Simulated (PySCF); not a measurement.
# Splitting trees

Structure with atom numbers: `[OH:1][CH:2]1[CH2:3][CH2:4][CH2:5][CH2:6][CH2:7]1`; H(Xn) means a hydrogen on atom n. Ha(C3), Ha(C4), Ha(C5), Ha(C6), Ha(C7) are cis to O1 on the ring; Hb(C3), Hb(C4), Hb(C5), Hb(C6), Hb(C7) are trans to O1 on the ring.

PySCF 2.14.0 with density-fitted response routines calculation with spin–spin couplings from B3LYP/pcJ-1 (without the spin–dipole term), structure optimised with PBE0-D3(BJ)/def2-SVP and GIAO PBE0/pcSseg-1 shieldings; averaged over atoms made equivalent by symmetry, fast rotation or ring inversion, non-relativistic, a single conformation, no solvent model.

δ = σ(ref) − σ, references computed at the same level: $^{1}$H and $^{13}$C against TMS.

Spectrometer: 400 MHz for $^{1}$H. First-order analysis; couplings under 1 Hz (under 4 Hz in carbon signals) are ignored, and nearly equal couplings are merged; the smaller ones broaden or split the lines further.

**Question.** What pattern does H(C2) show ($^{1}$H)?

**Answer.** A triplet of triplets at δ 3.07: 11.7 Hz to Ha(C3)/Ha(C7) (2 × $^{1}$H, 3 bonds away), 4.5 Hz to Hb(C3)/Hb(C7) (2 × $^{1}$H, 3 bonds away). Lines in Hz from the centre (relative intensity): +16.2 (1), +11.7 (2), +7.2 (1), +4.5 (2), +0.0 (4), -4.5 (2), -7.2 (1), -11.7 (2), -16.2 (1). The outer lines are 32.4 Hz apart, the sum of the couplings kept, or 0.081 ppm at this field.

**Question.** What pattern does C2 show in the proton-coupled $^{13}$C spectrum?

**Answer.** A doublet of triplets of quintets at δ 71.3: 144.6 Hz to H(C2) (1 × $^{1}$H, 1 bond away), 10.3 Hz to Ha(C4)/Ha(C6) (2 × $^{1}$H, 3 bonds away), 5.1 Hz to Hb(C3)/Hb(C7) and Ha(C3)/Ha(C7) (4 × $^{1}$H, 2 bonds away).

**Question.** What pattern does Ha(C5) show ($^{1}$H)?

**Answer.** A quartet of triplets at δ 0.93: 14.6 Hz to Hb(C5) and Hb(C4)/Hb(C6) (3 × $^{1}$H, 2 or 3 bonds away), 4.1 Hz to Ha(C4)/Ha(C6) (2 × $^{1}$H, 3 bonds away). Lines in Hz from the centre (relative intensity): +26.0 (1), +21.9 (2), +17.8 (1), +11.4 (3), +7.3 (6), +3.2 (3), -3.2 (3), -7.3 (6), -11.4 (3), -17.8 (1), -21.9 (2), -26.0 (1). The outer lines are 52.0 Hz apart, the sum of the couplings kept, or 0.130 ppm at this field.

OH and NH positions are those of a molecule without intermolecular hydrogen bonds; in solution they move with solvent, concentration and temperature, and exchange usually removes their couplings. Unscaled 3J(H,H) at this level run about 9 % above measured values.
